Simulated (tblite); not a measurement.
C4H7Cl2PSi.
SMILES with atom numbers: `[PH2:1][Si@H:2]([Cl:3])[C:4]1=[C:5]([Cl:6])[CH2:7][CH2:8]1` (hydrogens: H9, H10 on P1; H11 on Si2; H12, H13 on C7; H14, H15 on C8)

A start from a force field or distance geometry was refined with GFN2-xTB geometry optimisation, gas phase (tblite). Values at the start:

| coordinate | start |
| --- | --- |
| P1–Si2 | 2.200 Å |
| P1–H9 | 1.449 Å |
| Si2–Cl3 | 2.097 Å |
| Si2–C4 | 1.847 Å |
| Si2–H11 | 1.481 Å |
| C4=C5 | 1.324 Å |
| C4–C8 | 1.477 Å |
| C5–Cl6 | 1.754 Å |
| C5–C7 | 1.490 Å |
| C7–C8 | 1.491 Å |
| C7–H12 | 1.110 Å |
| C7–H13 | 1.099 Å |
| C8–H14 | 1.129 Å |
| C8–H15 | 1.099 Å |
| P1–Si2–Cl3 | 110.6° |
| P1–Si2–C4 | 112.1° |
| Si2–C4–C5 | 134.4° |
| Si2–C4–C8 | 132.0° |
| C4–C5–Cl6 | 136.0° |
| C4–C5–C7 | 92.8° |
| C5–C4–C8 | 93.6° |
| C5–C7–C8 | 86.6° |
| P1–Si2–C4–C5 | 12° |
| Si2–C4–C5–Cl6 | 2° |

Q: How do these coordinates change at the GFN2-xTB level?

A: 
```
   coordinate  GFN2-xTB (Å or °)  change
      Si2–Cl3              2.030  -0.067
        P1–H9              1.385  -0.064
        C7–C8              1.549  +0.058
       C5–Cl6              1.700  -0.054
       P1–Si2              2.250  +0.050
       C8–H14              1.087  -0.042
        C4–C8              1.519  +0.042
       C7–H12              1.088  -0.022
       Si2–C4              1.868  +0.021
      Si2–H11              1.464  -0.017
        C4=C5              1.340  +0.016
       C8–H15              1.087  -0.012
       C7–H13              1.088  -0.011
        C5–C7              1.498  +0.008
    P1–Si2–C4              104.9    -7.2
   P1–Si2–Cl3              115.4    +4.8
    Si2–C4–C8              136.3    +4.3
    C4–C5–Cl6              132.4    -3.6
     C4–C5–C7               96.2    +3.4
    Si2–C4–C5              131.9    -2.5
     C5–C4–C8               91.8    -1.8
     C5–C7–C8               84.9    -1.7
 P1–Si2–C4–C5                 -4     -16
Si2–C4–C5–Cl6                 -1      -3
```

The energy falls by 97.6 kJ/mol over 122 L-BFGS steps, the largest force on an atom goes from 2.41 to 0.009 eV/Å, and the atoms move by 0.451 Å rms after alignment. The bond that changes most is Si2–Cl3 (chlorine-bound silicon to silicon-bound chlorine), which shortens by 0.067 Å. Bonds longer at the end by more than 0.005 Å: 6 of 15; shorter: 9. Among the dihedrals that turn most is H9–P1–Si2–Cl3, from 106° to 48°. Rotational constants go from 1203, 732.4, 520.3 to 1261, 782.5, 518.6 MHz.

Time: 5.0 s wall, 4.1 s CPU. Hardware: one thread of an Intel Xeon at 2.50 GHz, shared host with 64 logical CPUs at a one-minute load of 55.

Its GFN2-xTB frequencies are all real (lowest 25 cm⁻¹). One conformer, not necessarily the lowest. 3 starts were optimised and ended at 0.00, 0.20 and 0.36 kcal/mol (GFN2-xTB); the lowest of these is shown.

All values are computed, not measured.
